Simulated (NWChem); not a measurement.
System: C$_{2}$H$_{8}$BNO; SMILES B(N)OCC

```xyz
13

B      0.0209    -1.1519    -0.4379
H     -0.0292    -1.0435    -1.6480
O      0.3074    -0.0779     0.3511
C      0.5202     1.2062    -0.1781
C     -0.6368     2.1291     0.1406
H      1.4513     1.6035     0.2623
H      0.6761     1.1500    -1.2711
H     -0.8068     2.1750     1.2269
H     -0.4330     3.1486    -0.2215
H     -1.5646     1.7737    -0.3338
N     -0.2145    -2.3974     0.1598
H     -0.4220    -3.2282    -0.3731
H     -0.1816    -2.5335     1.1617
```
Atoms are numbered in this order, from 1.

Structure relaxed at the PBE0/def2-SVP level. Not confirmed as a minimum by frequencies.

### Question
Give the principal values of the shielding tensors (ppm) of B1, O3, C4, C5, N11 from Hartree-Fock/6-31G* (spherical d), GIAO (NWChem), with their diamagnetic and paramagnetic parts as GIAO splits them.

### Answer
```json
[
 {"atom": "B1", "σ11": "76.8", "σ22": "102.7", "σ33": "111.8", "isotropic": "97.1", "diamagnetic": "195.5", "paramagnetic": "-98.4"},
 {"atom": "O3", "σ11": "137.2", "σ22": "281.0", "σ33": "351.2", "isotropic": "256.5", "diamagnetic": "393.8", "paramagnetic": "-137.4"},
 {"atom": "C4", "σ11": "117.7", "σ22": "127.0", "σ33": "183.9", "isotropic": "142.9", "diamagnetic": "242.1", "paramagnetic": "-99.2"},
 {"atom": "C5", "σ11": "163.8", "σ22": "178.6", "σ33": "196.7", "isotropic": "179.7", "diamagnetic": "248.5", "paramagnetic": "-68.8"},
 {"atom": "N11", "σ11": "154.3", "σ22": "229.0", "σ33": "252.2", "isotropic": "211.8", "diamagnetic": "324.0", "paramagnetic": "-112.2"}
]
```
